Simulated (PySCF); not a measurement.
Molecule: sulfur hexafluoride, SF6, net charge 0, singlet state. 
Coordinates optimised at B3LYP-D3(BJ)/def2-TZVP (Ansatz):
SMILES: FS(F)(F)(F)(F)F
```xyz
7

F      0.6290    -0.4582    -1.3732
S      0.0000     0.0000     0.0000
F      1.2744    -0.5348     0.7623
F     -0.6866    -1.4125     0.1568
F     -1.2744     0.5348    -0.7623
F      0.6866     1.4125    -0.1568
F     -0.6290     0.4582     1.3732
```

Dispersion corrections to the total energy (kcal/mol) from the dftd3 and dftd4 libraries through PySCF: D3(BJ) without and D4 with the three-body term, each with the damping fitted for the functional named.

| functional | D3(BJ) | D4 |
|---|---|---|
| LC-wPBE | -2.62 | -3.92 |
| PBE | … | -3.56 |
| B2GP-PLYP | -1.77 | -1.43 |
| TPSS | -3.65 | … |
| r2SCAN | -0.74 | -0.83 |
| HSE06 | -1.74 | … |
| PBE0 | -2.45 | -2.92 |

Question: Some entries are withheld; supply them.

Answer: 
- PBE, D3(BJ): -2.95
- TPSS, D4: -4.84
- HSE06, D4: -2.67
